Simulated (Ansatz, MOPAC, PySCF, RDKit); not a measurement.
Noncovalent pair: N2 (SMILES N#N) (first 2 atoms) with CHN (SMILES C#N); geometry from B3LYP-D3(BJ)/def2-TZVP, rigid monomers moved along the line of their centres of mass till N2···H5 is 2.81 Å.
(charge 0, multiplicity 1):
```xyz
5

N      0.0639     0.3230    -1.0964
N      0.0305     0.1182    -0.0260
C     -0.0886    -0.6188     3.7817
N     -0.1238    -0.8372     4.9066
H     -0.0557    -0.4143     2.7338
```

Counterpoise-corrected where a basis set is named; no monomer relaxation. Rows marked so take none. RDKit's UFF carries no charges.

Cores are frozen in the correlated methods. Rows in 6-31G* carry no dispersion term and start afresh at each structure (6-31G* with six Cartesian d functions). MP2/6-31G* freezes PySCF's default core. The state that PM3 reach isn't checked.

Run with Ansatz (a first-principles code); MOPAC for PM3 (differences of heats of formation); PySCF for 6-31G* rows, the dispersion terms; RDKit for the force fields. Values without a source in brackets are computed.

| level | interaction energy (kcal/mol) |
|---|---|
| UFF | -0.12 |
| PM3 | -0.60 |
| HF/6-31G* | -0.73 |
| HF/6-31G* (no counterpoise) | -0.90 |
| r2SCAN-D4/def2-TZVPPD | -0.81 |
| B3LYP/6-31G* | -0.85 |
| PBE0-D4/def2-TZVPPD | -1.09 |
| MP2/6-31G* | -1.14 |
| CCSD/aug-cc-pVTZ | (withheld) |

### Question
Fill in the missing entries.

### Answer

- CCSD/aug-cc-pVTZ, interaction energy (kcal/mol): -0.97
